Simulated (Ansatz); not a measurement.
Isolated molecules relaxed with PBE0-D4/def2-TZVP in Ansatz; ΔE leaves out vibrations. CCSD(T)/CBS is the MP2 limit (def2-TZVPP, def2-QZVPP) plus CCSD(T) − MP2 in def2-TZVPP, frozen cores. This one scheme is used for every species. Open shells (•) are unrestricted, without spin–orbit coupling. For Ge outer-core shells are correlated without core-valence functions, which leaves a few kJ/mol of doubt a bond. Scalar relativity is left out up to krypton. Each species was taken in one conformer, which may not be the lowest.

Consider the hydrogen abstraction from a Ge–H bond: `[SH][GeH]([Cl])[Cl]` + `[OH]`• → `[SH][Ge]([Cl])[Cl]`• + H₂O.

| species | CCSD(T)/CBS(def2) energy (Eh) |
| --- | --- |
| `[SH][GeH]([Cl])[Cl]` | -3394.75336 |
| `[OH]`• | -75.67771 |
| `[SH][Ge]([Cl])[Cl]`• | -3394.11732 |
| H₂O | -76.37941 |

Problem. Work out ΔE.

Solution. ΔE = (-3394.11732) + (-76.37941) − (-3394.75336) − (-75.67771) = -0.06566 Eh = -172.4 kJ/mol.

Largest T1 diagnostic among the species: 0.013.

In def2-TZVPP, CCSD(T) changes the Hartree–Fock value by −74.4 kJ/mol (the triples alone add −8.1 kJ/mol) and MP2 by −95.5 kJ/mol. From BLYP to BHLYP (50 % exact exchange), in def2-TZVPP and without D4, ΔE moves by +51.7 kJ/mol.
